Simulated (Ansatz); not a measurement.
# Worked example: the enthalpy of C2H3BrO + CHCl2F → C2H3ClO + CHBrClF

Species: C2H3BrO (acetyl bromide) `CC(=O)Br`, singlet; CHCl2F (dichlorofluoromethane) `FC(Cl)Cl`, singlet; C2H3ClO (acetyl chloride) `CC(=O)Cl`, singlet; CHBrClF (bromochlorofluoromethane) `FC(Cl)Br`, singlet. The partners trade Br for Cl; both sit on C, so the bond types are kept.

Shapes, held fixed at every level: PBE0-D4/def2-TZVP. Programs: Ansatz 0.2.0. The zero-point and thermal terms to 298 K, harmonic and unscaled (PBE0-D4/def2-TZVP), stand in the table.

At HF/def2-TZVPP; 1 Eh = 2625.50 kJ/mol:

| species | energy (Eh) | H(298 K) − E (kJ/mol) | tabulated ΔfH (kJ/mol) |
| --- | --- | --- | --- |
| C2H3BrO | -2724.827516 | 138.2 | -190.4 |
| CHCl2F | -1056.955306 | 70.3 | -284.5 |
| C2H3ClO | -611.925919 | 139.1 | -241.5 |
| CHBrClF | -3169.856254 | 69.2 | -231.8 |

**Question.** Work out the reaction enthalpy at 298 K from the calculation and from the table of heats.

**Answer.** 
1. Electronic: (-611.925919) + (-3169.856254) − [(-2724.827516) + (-1056.955306)] = 0.000649 Eh = +1.7 kJ/mol.
2. Zero-point and thermal: (139.1) + (69.2) − [(138.2) + (70.3)] = -0.2 kJ/mol.
3. Computed ΔH = +1.5 kJ/mol.
4. From the heats of formation (Active Thermochemical Tables, CRC Handbook of Chemistry and Physics): (-241.5) + (-231.8) − [(-190.4) + (-284.5)] = +1.6 kJ/mol.
5. Computed less tabulated: -0.1 kJ/mol. Tabulated heats carry uncertainties of their own.

Relativity is left out for Br unless named.
